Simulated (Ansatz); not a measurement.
Basis-set extrapolation for CH7AlOSi2, SMILES `[CH2]1O[SiH2][SiH2][AlH]1` (PBE0-D4/def2-TZVP geometry, frozen core, Ansatz). Multiplicity 1, RHF reference.

|  | def2-TZVPP | def2-QZVPP |
| --- | --- | --- |
| HF | -936.668829 | -936.699027 |
| MP2 correlation | -0.722636 | -0.776646 |
| CCSD(T) correlation | -0.812994 | not run |

Energies in hartree. Use E(X) = E(∞) + A·exp(−7.88·√X) for Hartree–Fock and E(X) = E(∞) + B·X^(−2.97) for correlation, with X = 3 and 4, and add CCSD(T) minus MP2 of the smaller set to the MP2 limit.

Problem. What is the CCSD(T) energy at the basis-set limit?

Solution. HF limit: -936.699027 + (-0.030198) × 0.13774 = -936.70319. MP2 limit: -0.776646 + (-0.054010) × 0.74074 = -0.81665. Higher-order term: -0.812994 − (-0.722636) = -0.09036. Total: -937.61020 hartree, 80.6 kcal/mol below CCSD(T)/def2-TZVPP.
